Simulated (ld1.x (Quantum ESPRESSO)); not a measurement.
# V (Z = 23) TM: all-electron and pseudo phase curves

V (Z = 23), norm-conserving Troullier–Martins (Kleinman–Bylander form), made with ld1.x (Quantum ESPRESSO) 7.5 (PBE, scalar-relativistic). Core [Ne], reference 3s2 3p6 3d3 4s1.75 4p0.25. Waves: 3s (bound): rc 0.90 bohr; 3p (bound): rc 1.00 bohr; 3d (bound): rc 1.95 bohr. Local part: all-electron potential smoothed inside 0.95 bohr (lloc = -2). Core correction: none.

Occupied shells without a wave of their own: 4p, 4s. They enter only through the test configuration that unscreens the potential.

The phase is arctan(r·u′/u) with u = r·R(r), unwrapped; energies in Ry, scanned from -7 to 5 Ry. A pole is an energy at which the radial function vanishes at the test radius. The pseudo phase is shifted by a multiple of π to meet the all-electron one at the reference energy, and phase errors are pseudo minus all-electron; the curves can meet again beyond the range given. Levels narrower than the energy grid can be missing from the lists of poles.

| channel | radius (bohr) | reference energy (Ry) | poles, all-electron | poles, pseudo | unbroken range about the reference energy with phases within 0.05 rad | phase error 1 Ry above the reference energy (rad) |
| --- | --- | --- | --- | --- | --- | --- |
| s | 2.16 | -5.19 | -5.09, 4.60 | -5.09, 4.41 | the whole range | -0.000 |
| p | 2.16 | -3.26 | -3.09 | -3.09 | the whole range | -0.000 |
| d | 2.16 | -0.41 | 0.09 | 0.10 | below 1.9 | +0.008 |

Phases in the d channel:

```json
{"E (Ry)": "-7.00", "all-electron": "1.396", "pseudo": "1.396"}
{"E (Ry)": "-6.74", "all-electron": "1.393", "pseudo": "1.393"}
{"E (Ry)": "-6.48", "all-electron": "1.389", "pseudo": "1.389"}
{"E (Ry)": "-6.22", "all-electron": "1.385", "pseudo": "1.385"}
{"E (Ry)": "-5.96", "all-electron": "1.381", "pseudo": "1.381"}
{"E (Ry)": "-5.70", "all-electron": "1.377", "pseudo": "1.377"}
{"E (Ry)": "-5.44", "all-electron": "1.372", "pseudo": "1.372"}
{"E (Ry)": "-5.18", "all-electron": "1.367", "pseudo": "1.367"}
{"E (Ry)": "-4.92", "all-electron": "1.361", "pseudo": "1.362"}
{"E (Ry)": "-4.66", "all-electron": "1.355", "pseudo": "1.356"}
{"E (Ry)": "-4.40", "all-electron": "1.349", "pseudo": "1.349"}
{"E (Ry)": "-4.14", "all-electron": "1.342", "pseudo": "1.342"}
{"E (Ry)": "-3.88", "all-electron": "1.334", "pseudo": "1.334"}
{"E (Ry)": "-3.62", "all-electron": "1.325", "pseudo": "1.325"}
{"E (Ry)": "-3.36", "all-electron": "1.314", "pseudo": "1.315"}
{"E (Ry)": "-3.10", "all-electron": "1.303", "pseudo": "1.303"}
{"E (Ry)": "-2.84", "all-electron": "1.289", "pseudo": "1.290"}
{"E (Ry)": "-2.58", "all-electron": "1.272", "pseudo": "1.273"}
{"E (Ry)": "-2.32", "all-electron": "1.252", "pseudo": "1.253"}
{"E (Ry)": "-2.06", "all-electron": "1.227", "pseudo": "1.228"}
{"E (Ry)": "-1.80", "all-electron": "1.193", "pseudo": "1.194"}
{"E (Ry)": "-1.54", "all-electron": "1.144", "pseudo": "1.146"}
{"E (Ry)": "-1.28", "all-electron": "1.067", "pseudo": "1.069"}
{"E (Ry)": "-1.02", "all-electron": "0.919", "pseudo": "0.923"}
{"E (Ry)": "-0.76", "all-electron": "0.539", "pseudo": "0.543"}
{"E (Ry)": "-0.50", "all-electron": "-0.545", "pseudo": "-0.544"}
{"E (Ry)": "-0.24", "all-electron": "-1.288", "pseudo": "-1.287"}
{"E (Ry)": "0.02", "all-electron": "-1.533", "pseudo": "-1.530"}
{"E (Ry)": "0.28", "all-electron": "-1.650", "pseudo": "-1.645"}
{"E (Ry)": "0.54", "all-electron": "-1.726", "pseudo": "-1.718"}
{"E (Ry)": "0.80", "all-electron": "-1.785", "pseudo": "-1.775"}
{"E (Ry)": "1.06", "all-electron": "-1.840", "pseudo": "-1.826"}
{"E (Ry)": "1.32", "all-electron": "-1.897", "pseudo": "-1.877"}
{"E (Ry)": "1.58", "all-electron": "-1.962", "pseudo": "-1.933"}
{"E (Ry)": "1.84", "all-electron": "-2.042", "pseudo": "-1.998"}
{"E (Ry)": "2.10", "all-electron": "-2.148", "pseudo": "-2.079"}
{"E (Ry)": "2.36", "all-electron": "-2.299", "pseudo": "-2.187"}
{"E (Ry)": "2.62", "all-electron": "-2.527", "pseudo": "-2.337"}
{"E (Ry)": "2.88", "all-electron": "-2.868", "pseudo": "-2.556"}
{"E (Ry)": "3.14", "all-electron": "-3.305", "pseudo": "-2.869"}
{"E (Ry)": "3.40", "all-electron": "-3.711", "pseudo": "-3.259"}
{"E (Ry)": "3.66", "all-electron": "-3.999", "pseudo": "-3.633"}
{"E (Ry)": "3.92", "all-electron": "-4.187", "pseudo": "-3.916"}
{"E (Ry)": "4.18", "all-electron": "-4.312", "pseudo": "-4.110"}
{"E (Ry)": "4.44", "all-electron": "-4.400", "pseudo": "-4.243"}
{"E (Ry)": "4.70", "all-electron": "-4.464", "pseudo": "-4.337"}
{"E (Ry)": "4.96", "all-electron": "-4.514", "pseudo": "-4.407"}
```
